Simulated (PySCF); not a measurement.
Molecule: `InChI=1S/C5H4Cl3N/c6-4(7)5(8)1-3(5)2-9/h3-4H,1H2/t3-,5+/m0/s1`.

Bonds (- single, = double, # triple, : aromatic): N1#C2, C2-C3, C3-C4, C4-C5, C5-Cl6, C5-C7, C7-Cl8, C7-Cl9, C5-C3. C3 carries H10; C4 carries H11, H12; C7 carries H13. Stereochemistry as in N#C[C@@H]1C[C@]1(Cl)C(Cl)Cl. H11 is cis to C2 on the ring; H12 is trans to C2 on the ring.

Frames of a GFN2-xTB Langevin trajectory at 300 K; GIAO PBE0/pcSseg-1 shieldings in PySCF 2.14.0 with density-fitted response routines, gas phase, non-relativistic; equivalent atoms averaged within each frame.

Shifts are taken against calculated references (same method and geometry level): ¹⁵N (σref 267.73) against NH3; TMS for ¹³C (σref 186.93) and ¹H (σref 31.72); ³⁵Cl (σref 949.78) vs HCl. The references are static minima.

How do the shifts (ppm) fluctuate along the trajectory?

Answers


```tsv
time (fs)	N1	C2	C7	C5	C4	C3	Cl9	Cl8	Cl6	H13
optimised geometry	303.7	121.7	91.3	61.3	28.6	18.1	289	298	186	5.81
250	304.6	119.3	94.7	68.6	32.1	16.3	432	225	192	6.17
425	294.0	120.5	85.0	54.5	32.4	19.6	301	320	208	5.73
625	297.7	119.8	91.8	51.1	38.3	26.9	334	313	184	6.12
800	318.1	124.9	101.5	68.9	18.2	19.4	337	298	213	5.57
1000	296.3	116.9	95.5	64.0	28.1	18.8	371	368	249	4.96
mean of frames	302.1	120.3	93.7	61.4	29.8	20.2	355	305	209	5.71
standard deviation	9.7	2.9	6.0	8.2	7.4	4.0	50	52	25	0.49
```

5 frames give an uncertainty of the mean of about the standard deviation over 2.2 at best, since frames this close in time may not be independent; classical motion lacks zero-point vibration, and the reference would need the same averaging.
